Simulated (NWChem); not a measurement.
Molecule: borazine (B₃N₃H₆); SMILES B1NBNBN1

```xyz
12

B     -1.4182    -0.2814     0.0000
N     -0.4531    -1.3328     0.0000
B      0.9528    -1.0875     0.0000
N      1.3808     0.2740     0.0000
B      0.4654     1.3689     0.0000
N     -0.9277     1.0588     0.0000
H     -2.6049    -0.5172     0.0000
H     -0.7784    -2.2904     0.0000
H      1.7503    -1.9973     0.0000
H      2.3728     0.4711     0.0000
H      0.8545     2.5145     0.0000
H     -1.5944     1.8193     0.0000
```
Atoms are numbered in this order, from 1.

Results from NWChem. Geometry: optimised at PBE0/def2-SVP. Vzz is the largest principal value of the second derivative of the potential at the nucleus (NWChem prints the opposite sign); η is the asymmetry. Non-relativistic.

Task: Estimate the computed values for B3LYP/def2-SVP. Quantities: Vzz B5 (a.u.); η B5; Vzz N6 (a.u.); η N6.

Result: 
```json
{
  "Vzz B5 (a.u.)": "0.335",
  "η B5": "0.07",
  "Vzz N6 (a.u.)": "0.367",
  "η N6": "0.33"
}
```
